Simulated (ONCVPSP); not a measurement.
## aluminium (Al): from the effect back to the setting (ONCV)

Base potential:

aluminium (Al), optimised norm-conserving Vanderbilt (ONCV), made with ONCVPSP 4.0.1 (LDA (Perdew-Wang 92), scalar-relativistic). Core [Ne], reference 3s1 3p2. Waves: 3s: rc 1.55 bohr, ncon 4, nbas 7, qcut 4.9 1/bohr, local; 3p: rc 2.45 bohr, ncon 4, nbas 7, qcut 3 1/bohr, 3 projectors, debl 1.2 Ha. Local part: the s channel. Core correction: Teter function, fcfact 5.25, rcfact 1.15.

Cutoffs, loose and tight: the cutoffs (Ha) at which the residual kinetic energy of the hardest occupied pseudo-wave falls to 1 and 0.1 mHa per electron. They do not see the model core or the augmentation charge, which bear on the density cutoff. Test errors are all-electron minus pseudo excitation energies from the reference, over the configurations 3s2 3p1; 3s2 3p0; 3s1 3p0; 3s0 3p3; variants that change the core or the reference have their own tests.

Only the scale of all radii but the core radius (base = 1) is moved (3 further runs of the sweep failed or gave no value and are left out):

| scale of all radii but the core radius (base = 1) | cutoff, loose | cutoff, tight | bound ghosts | largest test error (meV) | median size of the test errors |
| --- | --- | --- | --- | --- | --- |
| 1.02 | 6.2 Ha | 42 Ha | none | +27 | 2.6 meV |
| 1.07 | 5.8 Ha | 15 Ha | none | +25 | 3.6 meV |
| 1.25 | 6.7 Ha | 8.7 Ha | none | +16 | 5.9 meV |
| 1.3 | 6.8 Ha | 8.8 Ha | none | +15 | 6.2 meV |

**Question.** One more run gave cutoff, loose: 6.2 Ha; cutoff, tight: 8.0 Ha; bound ghosts: none; largest test error (meV): +21; median size of the test errors: 4.6 meV. Which value of the scale of all radii but the core radius (base = 1) was used?

**Answer.** 1.14. The median size of the test errors moves one way along this sweep, from 2.6 meV at 1.02 to 6.2 meV at 1.3, which places the run between 1.07 and 1.25.
